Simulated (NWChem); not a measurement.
System: SiH$_{3}$SeCl; SMILES Cl[SiH2][SeH]

Input file for NWChem:

```
start job
memory heap 200 mb stack 900 mb global 1100 mb
geometry units angstroms
  Si    -0.871229     0.640792     0.001464
  Cl     0.566790     2.121389     0.000865
  Se     0.266413    -1.332609    -0.001427
  H     -1.711989     0.796981     1.220445
  H     -1.715195     0.790383    -1.216202
  H     -0.984781    -2.111207    -0.050852
end
basis spherical
  Si library def2-svp
  Cl library def2-svp
  Se library def2-svp
  H library def2-svp
end
dft
  xc becke88 lyp
  iterations 150
end
driver
  maxiter 120
end
task dft optimize
task dft freq
```

This build's default masses of Se (78.918 u) and Br (79.917 u) are each other's, which moves their modes by up to 0.6 %.

The level has its own optimisation; frequencies are unscaled.

Q: Give the results of this calculation. (BLYP/def2-SVP.) Quantities: r Cl–Si (Å); r Se–Si (Å); r H–Si (Å); r H–Se (Å); highest harmonic frequency (cm⁻¹); lowest (cm⁻¹); zero-point energy (kcal/mol); dipole (D).

A: 
| Quantity | Result |
|---|---|
| r Cl–Si (Å) | 2.092 |
| r Se–Si (Å) | 2.319 |
| r H–Si (Å) | 1.497 |
| r H–Se (Å) | 1.493 |
| highest harmonic frequency (cm⁻¹) | 2298 |
| lowest (cm⁻¹) | 48 |
| zero-point energy (kcal/mol) | 16.2 |
| dipole (D) | 1.60 |
